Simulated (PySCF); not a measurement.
# KF and its ions

RHF; K def2-SVPD, F def2-SVPD; no relativity (PySCF 2.14). Neutral (RHF): singlet (closed shell), Re = 2.244 Å, ωe = 417 cm⁻¹, De = 3.21 eV, HOMO -11.17 eV, LUMO -0.23 eV.

KF⁻ (UHF): doublet (σ ↑), Re = 2.325 Å, ωe = 351 cm⁻¹. The energies at the minima are -698.48511 hartree for KF and -698.49496 for KF⁻.

Task: Work out the adiabatic electron affinity, without and with harmonic zero-point energies (1 hartree = 27.2114 eV, 1 eV = 8065.5 cm⁻¹), and the change of the bond length.

Result: At HF: 0.00985 hartree = 0.268 eV between the minima; the zero-point term (417.0 − 351.0)/2 cm⁻¹ = +0.004 eV makes it 0.272 eV. Re changes by +8.1 pm against the neutral. The electron enters a σ orbital; in so polar a molecule the change of length follows mostly from the change of the ionic charges.

Where the molecule has an RHF reference, its open-shell atoms are computed with UHF. Hartree–Fock leaves out correlation, which carries a large part of most bond energies and some tenths to 1 eV of ionisation energies. States were picked by a PBE0 search and need not be the measured ground states.

Neutral and ion stand on different kinds of reference determinant, which adds to the error of the difference.
